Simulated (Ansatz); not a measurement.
Saddle point of Si$_{3}$N$_{2}$H$_{11}$O, doublet (Si₃N₂H₉ ([SiH3][NH][SiH][NH][SiH3]) + H₂O → Si₂NH₆O ([OH][SiH][NH][SiH3]) + SiNH₅ ([NH2][SiH3]); bonds formed: Si1–O8, N2–H7; bonds broken: Si1–N2, H7–O8), PBE0-D4/def2-TZVP structure:

```csv
atom,x (Å),y (Å),z (Å)
Si1,0.8300,0.2637,1.0793
N2,0.7325,-1.0469,-0.2745
Si3,0.3473,-0.5265,-1.9083
N4,-0.5292,1.2970,0.6025
Si5,-2.2042,0.8946,0.6917
H6,0.3726,-0.4992,2.2726
H7,1.9357,-1.1129,0.1175
O8,2.6041,-0.6559,1.0490
H9,0.2240,-1.8746,0.0204
H10,1.1953,0.6550,-2.1938
H11,0.6859,-1.6294,-2.8459
H12,-1.0880,-0.1909,-2.0665
H13,-0.3013,2.2754,0.5063
H14,-2.8612,1.3076,1.9648
H15,-2.3004,-0.5877,0.5909
H16,-2.9773,1.5062,-0.4250
H17,3.3342,-0.0754,0.8188
```

Energies are electronic, without zero-point energy. Barriers and step energies count from the start structure reached by relaxing down the imaginary mode; all methods use the PBE0-D4 structures, on which another method's saddle can fall below an end. Program: Ansatz 0.2.0. Basis: def2-TZVPP, with def2-QZVPP for the basis limit. Cores are frozen in the correlated methods; orbitals are unrestricted. B3LYP uses VWN-RPA correlation. Extrapolation: Hartree–Fock as exp(−7.88 √X), correlation as X^−2.97.

```csv
method,barrier (eV),step energy (eV)
SPW92,?,-0.264
PBE-D4,?,-0.259
BLYP-D4,0.963,-0.303
r2SCAN-D4,0.857,-0.313
B97M-V,1.058,-0.334
PBE0-D4,0.907,-0.273
B3LYP-D4,1.056,-0.319
r2SCAN0-D4,?,-0.313
BHLYP-D4,1.227,-0.340
CAM-B3LYP-D4,1.050,-0.352
wB97X-V,1.004,-0.331
wB97M-V,0.953,-0.339
B2PLYP,1.081,-0.304
PBE-QIDH,0.988,-0.272
RPA on PBE,1.017,-0.304
HF,1.780,-0.360
MP2,0.967,-0.295
CCSD,1.167,-0.301
CCSD(T),1.048,-0.291
```

(1) Fill in the withheld barriers. (Judge from chemistry; the value comes from the calculation.)

No T1 diagnostic of these runs exceeds 0.014. ⟨S²⟩ of the unrestricted Hartree–Fock references: 0.75 to 0.76 (a pure state has 0.75).

Answers

(1) Computed: PBE-D4 0.761; r2SCAN0-D4 0.960; SPW92 0.418 eV. Each is the energy of the saddle less that of the start structure, by the same method.

For comparison, the barrier by CCSD(T) at an estimated basis limit (MP2 extrapolated from triple and quadruple zeta, plus CCSD(T) − MP2 in triple zeta) is 1.046 eV.

The step is the kind of ligand exchange by which a precursor binds to a hydroxyl group, or is hydrolysed, in atomic layer deposition of oxides. Here a small cluster stands in for the surface site.

Labels in which every atom is bracketed show which atoms are joined, not bond orders.

For scale, one of the runs: CCSD(T)/def2-TZVPP, 373 basis functions, launched by `ansatz run in.yaml --threads 4 --pin off --events-out ev --progress --plain --max-ram 63488MiB --backend cuda --devices 0, --max-vram 37GiB`. The run took 56 s on 4 CPU threads of an AMD EPYC 7R13 and a share of one NVIDIA H100 (shared host), with 0.91 GiB of host memory at its peak.
